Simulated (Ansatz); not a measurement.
`[CH3][AlH][Cl]` + `[SiH3]N[SiH3]` → `[SiH3][N]([SiH3])[AlH][Cl]` + CH₄  (ligand exchange at the Al–C bond)

Gas-phase electronic energies from Ansatz, PBE0-D4/def2-TZVP geometries. CCSD(T)/CBS is the MP2 limit (def2-TZVPP, def2-QZVPP) plus CCSD(T) − MP2 in def2-TZVPP, frozen cores. This one scheme is used for every species. Functionals use def2-TZVPP. B3LYP here is the variant with VWN-RPA as its local correlation; programs differ in this. HSE06 is defined as in plane-wave codes. One conformer a species, not always the lowest.

```
         level  ΔE (kJ/mol)  difference from CCSD(T)/CBS
   LDA (SPW92)       -103.4                          8.6
     revPBE-D4       -106.5                          5.5
     r2SCAN-D4       -111.1                          0.9
       PBE0-D4       -106.1                          5.9
      B3LYP-D4       -110.9                          1.1
    r2SCAN0-D4       -110.7                          1.3
  CAM-B3LYP-D4       -108.3                          3.7
       ωB97X-V       -107.1                          4.9
          PBE0        -98.9                         13.1
       r2SCAN0       -108.1                          3.9
         HSE06        -98.9                         13.1
         BHLYP       -102.0                         10.0
       LC-ωPBE       -100.0                         12.0
   HF/def2-SVP       -106.6                          5.4
MP2/def2-TZVPP       -116.8                         -4.8
MP2/def2-QZVPP       -116.2                         -4.2
   CCSD(T)/CBS       -112.0                            0
```

Largest T1 diagnostic among the species: 0.011.

The D4 term adds −12.9 kJ/mol with B3LYP and −7.2 kJ/mol with PBE0; it sums over pairs of atoms, weighted by their polarisabilities, and B3LYP, whose exchange is more repulsive, gets the larger term. From BLYP to BHLYP (50 % exact exchange), in def2-TZVPP and without D4, ΔE moves by −7.1 kJ/mol.
